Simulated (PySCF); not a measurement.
# H₃F₂Si₂, SMILES `F[Si](F)[SiH3]` (charge 0, multiplicity 2)

Calculation: PySCF with r2SCAN-D4/def2-TZVP.

```yaml
highest_occupied_spin_orbital: -5.58 eV
dipole_moment: 0.333 e·Å
total_energy: -780.5270 Ha
cost: around 20 core-minutes (rough)
```

```xyz
7

F      2.0361    -1.2356    -0.2314
Si     1.3262     0.1749    -0.5036
F      2.0015     1.2022     0.5241
Si    -0.9832    -0.0124    -0.0051
H     -1.2170    -0.4508     1.3965
H     -1.5980     1.3190    -0.2308
H     -1.5655    -0.9973    -0.9498
```
Charge 0, spin multiplicity 2.
